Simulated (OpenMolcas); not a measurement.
**OpenMolcas run: Pb2+**

Input:

```
&GATEWAY
Coord
1

Pb 0.0 0.0 0.0
Basis=ANO-R1
Group=XYZ
NoMove
AngMom=0.0 0.0 0.0
AMFI
&SEWARD
&RASSCF
FileOrb=start.orb
Symmetry=1
Spin=3
nActEl=2 0 0
Inactive=20 19
Ras2=1 3
CIRoot=3 3 1
SDav=3
CIMx=300
Iter=120 100
PrWF=0.3
OrbListing=Nothing
MaxOrb=0
Atom
>>> COPY $Project.JobIph JOB001
&RASSCF
FileOrb=start.orb
Symmetry=1
Spin=1
nActEl=2 0 0
Inactive=20 19
Ras2=1 3
CIRoot=7 7 1
SDav=7
CIMx=300
Iter=120 100
PrWF=0.3
OrbListing=Nothing
MaxOrb=0
Atom
>>> COPY $Project.JobIph JOB002
&RASSCF
FileOrb=start.orb
Symmetry=2
Spin=3
nActEl=2 0 0
Inactive=20 19
Ras2=1 3
CIRoot=3 3 1
SDav=3
CIMx=300
Iter=120 100
PrWF=0.3
OrbListing=Nothing
MaxOrb=0
Atom
>>> COPY $Project.JobIph JOB003
&RASSCF
FileOrb=start.orb
Symmetry=2
Spin=1
nActEl=2 0 0
Inactive=20 19
Ras2=1 3
CIRoot=3 3 1
SDav=3
CIMx=300
Iter=120 100
PrWF=0.3
OrbListing=Nothing
MaxOrb=0
Atom
>>> COPY $Project.JobIph JOB004
&RASSI
NrOfJobIphs=4 3 7 3 3
1 2 3
1 2 3 4 5 6 7
1 2 3
1 2 3
IphNames
JOB001
JOB002
JOB003
JOB004
EJob
SpinOrbit
DIPRint=1.0
SOCoupling=1000.0
Subsets=2
MEES
Property=10
'ANGMOM' 1 'ANGMOM' 2 'ANGMOM' 3 'MLTPL  1' 1 'MLTPL  1' 2 'MLTPL  1' 3
'AMFI' 1 'AMFI' 2 'AMFI' 3 'MLTPL  2' 6
SOProperty=3
'ANGMOM' 1 'ANGMOM' 2 'ANGMOM' 3
```

Launched by
```bash
OMP_NUM_THREADS=1 MOLCAS_MEM=1689 MOLCAS_PROJECT=a pymolcas a.inp > a.log  # once for each step of the input, in one work folder
```

A driver script runs the steps one by one and writes start.orb anew before each from the orbitals found so far.

Output, cut to the results:

```
--- SEWARD ---
Basis set label: PB.ANO-R...7S6P4D2F.

      Electronic valence basis set:
      ------------------
      Associated Effective Charge  82.000000 au
      Associated Actual Charge     82.000000 au
      Nuclear Model: Finite nucleus - Gaussian distribution
        Gaussian exponent, Xi/bohr**(-2):  1.37688E+08

      Shell  nPrim  nBasis  Cartesian Spherical Contaminant
         s      25       7        X
         p      22       6        X
         d      15       4                 X
         f       9       2                 X
                  Relativistic X2C integrals
                  Atomic mean-field integrals
--- RASSCF ---
Wave function specifications:
      -----------------------------

      Number of closed shell electrons          78
      Number of electrons in active shells       2
      Max number of holes in RAS1 space          0
      Max nr of electrons in RAS3 space          0
      Number of inactive orbitals               39
      Number of active orbitals                  4
      Number of secondary orbitals              16
      Spin quantum number                      1.0
      State symmetry                             1
Orbital specifications:
      -----------------------

      Symmetry species                           1   2
                                                ag  au
      Frozen orbitals                            0   0
      Inactive orbitals                         20  19
      Active orbitals                            1   3
      RAS1 orbitals                              0   0
      RAS2 orbitals                              1   3
      RAS3 orbitals                              0   0
      Secondary orbitals                         6  10
      Deleted orbitals                           0   0
      Number of basis functions                 27  32
      Number of CSFs                             3
      Number of root(s) required                 3
      Iter CI   SX   CI       RASSCF       Energy    max ROT     max BLB   max BLB  Level Ln srch  Step   QN
          iter iter root      energy       change     param      element    value   shift minimum  type update
 Nr of preliminary CI iterations:   1
 ###############################################################################
 ###############################################################################
 ###                                                                         ###
 ###                                                                         ###
 ###    WARNING: Problems in orbital optimization.                           ###
 ###                                                                         ###
 ###                                                                         ###
 ###############################################################################
 ###############################################################################
  Warning: In symmetry  1, orbital p=  21 has diagonal density matrix element D(p,p) close to zero. D(p,p)=  0.000000E+00
      Total energies have been shifted. Add               -20000.00 au
        ...
 ###############################################################################
 ###############################################################################
  Warning: In symmetry  1, orbital p=  21 has diagonal density matrix element D(p,p) close to zero. D(p,p)=  0.000000E+00
        4   1    1    0  -878.71933135   -7.28E-12   0.00E+00    3  21 1  2.30E-08   0.50   0.00    SX    NO
      Convergence after  4 iterations
        5   1    1    0  -878.71933135    7.28E-12   0.00E+00    3  21 1  2.30E-08   0.50   0.00    SX    NO
      Natural orbitals and occupation numbers for root  1
      sym 1:   0.000000
      sym 2:   1.000000   0.000000   1.000000
      Natural orbitals and occupation numbers for root  2
      sym 1:   0.000000
      sym 2:   1.000000   1.000000   0.000000
      Natural orbitals and occupation numbers for root  3
      sym 1:   0.000000
      sym 2:   0.000000   1.000000   1.000000
::    RASSCF root number  1 Total energy: -20878.71933135
::    RASSCF root number  2 Total energy: -20878.71933135
::    RASSCF root number  3 Total energy: -20878.71933135
--- RASSCF ---
Wave function specifications:
      -----------------------------

      Number of closed shell electrons          78
      Number of electrons in active shells       2
      Max number of holes in RAS1 space          0
...
--- RASSI ---
SPIN-FREE ENERGIES:
  (Shifted by EMIN (a.u.) =     -20879.4354600711)

 SF State       Relative EMIN(au)   Rel lowest level(eV)    D:o, cm**(-1)      L_eff

     4             0.0000000000        0.0000000000              0.0000         0.0
    11             0.3034980072        8.2586014996          66610.1133         1.0
    12             0.3034980072        8.2586014996          66610.1133         1.0
    13             0.3034980072        8.2586014996          66610.1133         1.0
    14             0.4432176527       12.0605667392          97275.0309         1.0
    15             0.4432176527       12.0605667392          97275.0309         1.0
    16             0.4432176527       12.0605667392          97275.0309         1.0
     2             0.7161287242       19.4868553164         157172.0878         1.0
     3             0.7161287242       19.4868553164         157172.0878         1.0
     1             0.7161287242       19.4868553164         157172.0878         1.0
     8             0.7558248450       20.5670417906         165884.3792         2.0
     9             0.7558248450       20.5670417906         165884.3792         2.0
     5             0.7558248450       20.5670417906         165884.3792         2.0
     6             0.7558248450       20.5670417906         165884.3792         2.0
     7             0.7558248450       20.5670417906         165884.3792         2.0
    10             0.8342157536       22.7001670850         183089.1950         0.0
     Dipole printing threshold changed to   1.00000000E+00

++ Dipole transition strengths (spin-free states):
   -----------------------------------------------
     for osc. strength at least  1.00000000E+00

  ( Max oscillator strength is only   0.89023669907798342      )
--
Eigenvalues of complex Hamiltonian:
   -----------------------------------
  (Shifted by EMIN (a.u.) =     -20879.4354600711)

...
```

Levels above the lowest, from the spin-orbit matrix, grouped by J:

```csv
Configuration,Term,J,E (cm⁻¹),Measured (cm⁻¹),g,Term weight %,Second
6s²,¹S,0,0.0,0.0,,100,
6s 6p,³P°,0,55067,60397,,100,
6s 6p,³P°,1,59640,64391,1.485,97,3 ¹P°
6s 6p,³P°,2,72438,,1.501,100,
6s 6p,¹P°,1,98530,95340,1.016,97,3 ³P°
6p²,³P,0,140817,142551,,89,11 ¹S
6p²,³P,1,151715,155432,1.501,100,
6p²,³P,2,156470,164818,1.302,60,40 ¹D
6p²,¹D,2,172156,178432,1.199,60,40 ³P
6p²,¹S,0,188568,188615,,89,11 ³P
```

Against the 8 measured excited levels shown (Moore, Atomic Energy Levels, vol. III, NSRDS-NBS 35 (1971 reprint of NBS Circular 467, 1958)) the mean absolute deviation is 4200 cm-1; the largest miss in energy is 6p² ³P₂ [60 %]: computed 156470, measured 164818 cm⁻¹ (-5.1 %), and the largest in proportion 6s 6p ³P°₀ (-8.8 %).

The ¹D term of p² mixes with s d, which this space lacks. Spin-orbit splittings of 6p shells tend to come out small when the coupling is added on scalar orbitals. Computed and measured levels are paired by configuration, term and J; levels that our copy of the source lacks, or whose pairing is in doubt (as where it misses far off the trend of its configuration), stay unpaired and out of the deviations. Levels of configurations outside the active space are missing.

The term weight is that of the spin-free term in the level, not the purity of its configuration. A share in square brackets marks a mixed level and gives the weight of the term that names it. ° marks odd parity.
